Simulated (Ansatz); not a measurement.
The cluster Al₃Cl⁺. Total charge 1; doublet. Geometry PBE-D4/def2-TZVP; atoms count from 1.

```
atom   x (Å)   y (Å)   z (Å)
 Al1  -0.312   0.391  -0.486
 Al2   0.554  -2.009   0.513
 Al3   0.995   0.066   1.901
 Cl4  -1.237   1.552  -1.927
```

The structure comes from a short search, and lower isomers may exist.

Q: Estimate the Mulliken populations from the PBE0/def2-TZVP orbitals of Ansatz.

A: 
```
atom  charge (e)  spin (α − β)
 Al1        0.33          0.26
 Al2        0.38          0.37
 Al3        0.38          0.37
 Cl4       -0.10          0.01
```
Mulliken values depend strongly on the basis.

Q: Where does the spin sit?

A: Summed by element: Al 0.99, Cl 0.01, of 1 unpaired in all. Largest on single atoms: Al3 0.37, Al2 0.37, Al1 0.26.

Q: And the Mayer bond orders between heavy atoms (over 0.3)?

A: Al1–Al2 0.68 (2.74 Å); Al1–Al3 0.68 (2.74 Å); Al1–Cl4 1.36 (2.07 Å); Al2–Al3 0.99 (2.53 Å).
